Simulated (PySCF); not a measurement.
**Assignment exercise: C6H10OSi2**

Atom-mapped SMILES (the numbers label the heavy atoms): `[SiH3:1]/[CH:2]=[CH:3]\[SiH2:4][c:5]1[cH:6][cH:7][cH:8][o:9]1`; H(Xn) means a hydrogen on atom n.

Method: PBE0-D3(BJ)/def2-SVP geometry, GIAO B3LYP/pcSseg-1 shieldings, in PySCF 2.14.0 with density-fitted response routines (isolated molecule, non-relativistic Hamiltonian, a single conformation, rapidly exchanging positions averaged).

Shifts are taken against calculated references (same method and geometry level): 13C (179.24 ppm), 1H (31.38 ppm) vs TMS.

(1) Assign these signals to the numbered atoms. 13C{1H} NMR (computed): δ 156.8 (CH), 156.8 (C), 155.8 (CH), 154.2 (CH), 135.5 (CH), 116.9 (CH).

(2) Assign these signals to the numbered atoms. 1H NMR (300 MHz, computed): δ 7.71 (m, 1H), 7.12 (m, 1H), 7.07 (m, 1H), 7.05 (m, 1H), 6.47 (m, 1H), 4.77 (d, 2H), 3.36 (d, 3H).

## Answers

(1) 
```tsv
δ (ppm)	atoms	environment	reason
156.8	C3	alkene CH	as expected for a trigonal carbon in a double bond
156.8	C5	substituted aromatic carbon next to the ring oxygen	–
155.8	C2	alkene CH	the olefinic region
154.2	C8	aromatic CH next to the ring oxygen	–
135.5	C6	aromatic CH	the aromatic region
116.9	C7	aromatic CH	–
```

C3 and C5; C5 and C2; C2 and C8 lie closer than the usual error of such a calculation, so a measured spectrum could show them in the other order.

(2) 
7.71 → H(C8), hydrogen on an aromatic CH next to the ring oxygen: aromatic region
7.12 → H(C3), hydrogen on an alkene CH: olefinic region
7.07 → H(C2), hydrogen on an alkene CH
7.05 → H(C6), hydrogen on an aromatic CH: it sits in the deshielding region of the aromatic ring current
6.47 → H(C7), hydrogen on an aromatic CH
4.77 → H(Si4), hydrogen on a silicon bonded to 2 C
3.36 → H(Si1), hydrogen on a silicon bonded to C

H(C3) and H(C2); H(C2) and H(C6) lie closer than the usual error of such a calculation, so a measured spectrum could show them in the other order.

Shifts are as computed. Against solution values, carbons near 30 ppm lie about +2 ppm off and those near 130 ppm about +6 ppm. Of 1211 compounds with measured shifts, 218 miss one by over three times the rms of a fit or turn the order of signals round; such compounds aren't used in these exercises. Multiplicities follow the n + 1 count of equivalent neighbours, as no J values were calculated; m marks all less simple cases, F and P coupling included.
